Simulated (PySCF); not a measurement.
# Shapes and spin states of TcOF₂

Level of theory: PBE0/[Tc def2-SVP with ECP28, O def2-SVP, F def2-SVP], scalar-relativistic core potentials, density fitting, no spin–orbit coupling, PySCF.

Relaxations began from a few typed shapes and spin states; open shells are unrestricted. The search is not exhaustive: other isomers or separated fragments can lie lower, and high-lying points may rest on an excited occupation.

| spin | group | bonds | angles | imaginary modes (cm⁻¹) | ΔE (kJ/mol) | ΔE with ZPE (kJ/mol) |
| --- | --- | --- | --- | --- | --- | --- |
| quartet | C2v | Tc–F 1.847 Å (×2), Tc–O 1.665 Å | F–Tc–F 130.1°, F–Tc–O 114.9° (×2) | none | 0.0 | 0.0 |
| quartet | C2v | Tc–F 1.847 Å (×2), Tc–O 1.665 Å | F–Tc–F 130.2°, F–Tc–O 114.9° (×2) | none | 0.2 | 0.5 |
| doublet | C2v | Tc–F 1.835 Å (×2), Tc–O 1.614 Å | F–Tc–F 111.5°, F–Tc–O 124.2° (×2) | none | 6.5 | 6.1 |
| doublet | C2v | Tc–F 1.835 Å (×2), Tc–O 1.613 Å | F–Tc–F 111.2°, F–Tc–O 124.4° (×2) | none | 6.7 | 6.8 |
| doublet | C2v | Tc–F 1.857 Å (×2), Tc–O 1.615 Å | F–Tc–F 102.7°, F–Tc–O 128.6° (×2) | none | 25.0 | 24.9 |
| broken-symmetry Ms = 1/2 (⟨S²⟩ 1.77) | C2v | Tc–F 1.843 Å (×2), Tc–O 1.672 Å | F–Tc–F 130.9°, F–Tc–O 114.5° (×2) | none | 59.1 | 59.8 |
| quartet | C2v | Tc–F 1.864 Å (×2), Tc–O 1.681 Å | F–Tc–F 86.0°, F–Tc–O 137.0° (×2) | none | 108.9 | 108.6 |

The lowest minimum found is the quartet C2v: Tc–F 1.847 Å (×2), Tc–O 1.665 Å; F–Tc–F 130.1°, F–Tc–O 114.9° (×2).

Formally Tc is in oxidation state +4, d3, with 3 unpaired electrons (the high-spin count). The Mulliken spin on Tc is 2.66. The polar-tensor charge on Tc, 1.83, is far below the formal one.

For the lowest minimum: open d and f shells are described by one determinant, and the ground state may have another occupation or spin.

The electron or spin density has lower symmetry than the nuclear frame for the doublet C2v at 6.5 kJ/mol.
